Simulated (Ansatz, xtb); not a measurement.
CaGaOP: which of two structures lies lower

Structure I is a singlet given by its coordinates and structure II is a triplet given by its coordinates. Both are isolated molecules in the gas phase, relaxed with B3LYP-D3(BJ)/def2-SVP.

I (Å):

```json
{"atom": "Ca", "x (Å)": "0.0551", "y (Å)": "0.9124", "z (Å)": "-0.0918"}
{"atom": "Ga", "x (Å)": "-0.9886", "y (Å)": "-1.3113", "z (Å)": "-1.3141"}
{"atom": "O", "x (Å)": "-0.3142", "y (Å)": "-1.0653", "z (Å)": "0.3308"}
{"atom": "P", "x (Å)": "-1.0467", "y (Å)": "0.3876", "z (Å)": "-2.6907"}
```

Close contacts (Å): Ca1–Ga2 2.74, Ca1–O3 2.06, Ca1–P4 2.87, Ga2–O3 1.79, Ga2–P4 2.19.

II (Å):

```xyz
4

Ca    0.8901    0.0918    0.5843
Ga   -1.3782   -1.1303   -2.6821
O    -0.2278   -0.5776   -1.1194
P    -1.6107    0.4261   -0.6638
```

Close contacts (Å): Ca1–O3 2.14, Ca1–P4 2.81, Ga2–O3 2.02, Ga2–P4 2.56, O3–P4 1.77.

Task: Estimate which is lower in electronic energy at CCSD(T)/def2-TZVPP, and by roughly how much.

Result: The CCSD(T)/def2-TZVPP calculation puts structure I lower, by 17.5 kJ/mol.

The same difference at several levels:

```
                level               geometry  E(II) − E(I) (kJ/mol)  departure from the last row (kJ/mol)  job, with rough time for the two
            HF/STO-3G               GFN2-xTB                  −642.4                                −659.9                single point, 20 s
   r2SCAN-D4/def2-SVP               GFN2-xTB                   −25.5                                 −43.0                single point, 13 s
B3LYP-D3(BJ)/def2-SVP  B3LYP-D3(BJ)/def2-SVP                    +2.3                                 −15.2                optimisation, 87 s
        HF/def2-TZVPP  B3LYP-D3(BJ)/def2-SVP                  −112.2                                −129.7           part of the CCSD(T) run
       MP2/def2-TZVPP  B3LYP-D3(BJ)/def2-SVP                   +40.9                                 +23.4           part of the CCSD(T) run
   CCSD(T)/def2-TZVPP  B3LYP-D3(BJ)/def2-SVP                   +17.5                                                     single point, 8 min
```

HF/STO-3G, r2SCAN-D4/def2-SVP, HF/def2-TZVPP put the two in the other order. The largest departure from CCSD(T)/def2-TZVPP is that of HF/STO-3G, 659.9 kJ/mol.

With harmonic frequencies from B3LYP-D3(BJ)/def2-SVP (ideal gas, rigid rotor, one conformer each, 298.15 K, 1 atm): on the last row, ΔE + ΔZPE = +15.4, ΔH = +16.7, ΔG = +9.5 kJ/mol.

The T1 diagnostic of structure I is large, so the coupled-cluster value is less sure. Open shells are spin-unrestricted, with notable spin contamination under HF/STO-3G. The correlated steps freeze 20 core orbitals; the filled d shell of Ga is correlated; the last core shell of Ca is correlated, in a basis made for valence electrons. ΔG holds the spin degeneracy. Run with Ansatz 0.2.0, xtb 6.7.1; the last row on 2 threads of Arm Neoverse N1 on a shared host.
